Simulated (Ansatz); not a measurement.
H3InS3 (`[SH][In]([SH])[SH]`), charge 0, multiplicity 1.

Give a relaxed structure at PBE0-D4/def2-TZVP (Ansatz 0.2.0). (Estimate.)

Computed: 
```xyz
7

S     0.4920    1.4002   -1.8544
In   -0.0015   -0.0033   -0.0029
S     1.6605   -1.4696    0.8513
S    -2.1565    0.0595    0.9941
H     1.7563    0.9553   -1.9541
H     0.8545   -1.9473    1.8148
H    -2.6054    1.0052    0.1512
```
Point group C3h.
